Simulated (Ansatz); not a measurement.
`[F][Zr]([F])([SH])[SH]` + H₂O → `[OH][Zr]([F])([F])[SH]` + H₂S  (formal hydrolysis of a Zr–S bond)

Computed with Ansatz on PBE0-D4/def2-TZVP structures; ΔE is electronic, products minus reactants. CCSD(T)/CBS adds triple-zeta CCSD(T) − MP2 to the extrapolated MP2 energy (def2 sets, frozen cores). This one scheme is used for every species. DFT in def2-TZVPP. Elements past krypton have def2 core potentials. For Zr outer-core shells are correlated without core-valence functions, which leaves a few kJ/mol of doubt a bond. One conformer a species, not always the lowest.

```
                 species  PBE energy (Eh)
`[F][Zr]([F])([SH])[SH]`      -1044.20973
                     H₂O        -76.38007
`[OH][Zr]([F])([F])[SH]`       -721.37680
                     H₂S       -399.22783
```

Task: Work out ΔE.

Result: ΔE = (-721.37680) + (-399.22783) − (-1044.20973) − (-76.38007) = -0.01483 Eh = -38.9 kJ/mol. CCSD(T)/CBS gives -40.2 kJ/mol.

Largest T1 diagnostic among the species: 0.018.

In def2-TZVPP, CCSD(T) changes the Hartree–Fock value by +14.3 kJ/mol (the triples alone add +4.6 kJ/mol) and MP2 by +17.4 kJ/mol. The D4 term adds +4.4 kJ/mol with B3LYP and +2.6 kJ/mol with PBE0; it sums over pairs of atoms, weighted by their polarisabilities, and B3LYP, whose exchange is more repulsive, gets the larger term.

B3LYP here is the variant with VWN-RPA as its local correlation; programs differ in this.
